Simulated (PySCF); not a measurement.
C₄H₇NO, SMILES C/N=C(\C)C=O. Atoms are numbered in the order given.

```xyz
13

C      1.8192    -1.3434    -0.5492
N      1.0813    -0.1019    -0.6611
C     -0.0047     0.0239    -0.0077
C     -0.6488    -0.9861     0.9019
C     -0.6969     1.3510    -0.1924
O     -1.7334     1.6496     0.3441
H      1.2178    -2.2014    -0.9004
H      2.7352    -1.2929    -1.1546
H      2.1044    -1.5529     0.4976
H     -1.5790    -0.5761     1.3163
H      0.0290    -1.2524     1.7293
H     -0.8758    -1.9147     0.3531
H     -0.1466     2.0348    -0.8827
```

Geometry: ωB97X-D3(BJ)/def2-SVP. The structure was generated by enumeration; whether it is a known compound was not checked. One conformer was computed; it need not be the lowest.

All values below come from SMD-PBE0/6-31G* in PySCF.

Solvation free energies are E(SMD) − E(gas) at the gas-phase geometry, for 1 M in both phases. In vacuum the dipole moment is 2.96 D.

### Question
Estimate the solvation free energies in water, dichloromethane, 1-octanol. (Estimate from the structure and the level; the computed values follow.)

### Answer

```
solvent          ΔG(solv) (kcal/mol)  its non-electrostatic (CDS) part  dipole (D)
---------------  -------------------  --------------------------------  ----------
water                           -5.7                               1.7        3.95
dichloromethane                 -5.6                              -0.7        3.58
1-octanol                       -4.6                               1.5        3.76
```
